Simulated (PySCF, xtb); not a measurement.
Cl3H3HfO2, SMILES [Hf](<-[OH2])([OH])([Cl])([Cl])[Cl], multiplicity 1.

GFN2-xTB (xtb) at its own geometry gives an orbital gap of 3.22 eV and a dipole moment of 5.76 D.

Geometry: PBE0-D3(BJ)/def2-SVP. The spin state was assumed, not searched. The def2 effective core potentials stand for the cores of Hf; spin–orbit coupling is left out. Other conformers were not sampled.

What does PySCF with ωB97X/def2-TZVP give? (An estimate is asked for; the answer gives what the named calculation found.)

gap 11.76 eV (levels -11.04 and 0.71 eV), dipole 5.07 D.
